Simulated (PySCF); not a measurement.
# Correlation energy of Cl (chlorine, neutral)

[Ne] 3s1 3p6, 2S determinant (an excited configuration). All numbers are calculated (PySCF 2.14, scalar relativity by spin-free X2C-1e, in dyall-acv3z). Frozen: [Ne]; 7 electrons correlated; the 31 highest virtual orbitals of each spin left out.

MP2 pair energies summed by pair of shells (mhartree):

| pair | energy | share (%) |
| --- | --- | --- |
| 3p-3p | -229.74 | 89.6 |
| 3s-3p | -26.75 | 10.4 |

Total MP2 correlation energy: -256.48 mhartree.

Same-spin part -48.29 and opposite-spin part -208.19 mhartree; SCS-MP2 scales them by 1/3 and 6/5 to -265.93 mhartree.
